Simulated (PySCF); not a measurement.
# TDDFT excited states: C3HF5OS

Species: C₃HF₅OS.
InChI=1S/C3HF5OS/c4-2(5)9-1(10)3(6,7)8/h2H

Theory: PySCF, TDDFT PBE0/def2-SVPD, vertical, gas phase, core orbitals frozen in the response. The structure is a single GFN2-xTB conformer in the gas phase; no vibrational or solvent corrections. Torsions of this conformer, `[F:1][CH:2]([F:3])[O:4][C:5](=[S:6])[C:7]([F:8])([F:9])[F:10]`: F1–C2–O4–C5 -157°, C2–O4–C5–S6 0°, O4–C5–C7–F8 -177°.

List the vertical singlet excitations with oscillator strengths and describe the spectrum.

| state | E (eV) | λ (nm) | f | main configurations (H = HOMO, L = LUMO) |
| --- | --- | --- | --- | --- |
| S1 | 3.04 | 407.9 | 0.0001 | H→L (100%) |
| S2 | 5.74 | 216.1 | 0.172 | H-1→L (93%) |
| S3 | 6.34 | 195.5 | 0.0005 | H-2→L (95%) |
| S4 | 7.26 | 170.8 | 0.051 | H→L+1 (94%) |
| S5 | 7.45 | 166.5 | 0.012 | H-3→L (90%) |
| S6 | 7.64 | 162.3 | 0.024 | H→L+2 (84%) |

Triplets (Tamm–Dancoff): T1 2.56 eV, H→L (99%); T2 3.27 eV, H-1→L (98%).

The lowest singlet comes at 408 nm (293 kJ/mol) in the visible; it is dark (f under 0.0005); its leading configuration is HOMO→LUMO (100%). The most intense listed level is S2 at 5.74 eV (216 nm, f = 0.172), 2.70 eV above S1. S1 has the pattern of n→π* at C=S. Of the 6 states listed, 4 reach f = 0.01 and 1 stays under 0.0005. Orbital energies (eV): HOMO-3 -11.99, HOMO-2 -11.18, HOMO-1 -9.40, HOMO -8.09, LUMO -3.22, LUMO+1 0.39, LUMO+2 0.83. The listed states span 4.60 eV, and the widest gap between neighbours is 2.70 eV (S1 to S2). S1 lies in the visible range (380 to 750 nm), at 408 nm, dark in the vertical dipole picture (f under 0.0005); light of that wavelength is violet, and its complementary colour is yellow-green; a Tamm–Dancoff triplet lies at 485 nm, without intensity as long as spin–orbit coupling is left out. Singlets were solved by full linear response, triplets in the Tamm–Dancoff approximation.

The run took 48 s of wall time (grids of density and orbitals included) on an Arm Neoverse V1 with one thread, no GPU, shared host with 64 logical CPUs at a one-minute load of 14, and the process peaked at 0.95 GiB of memory.
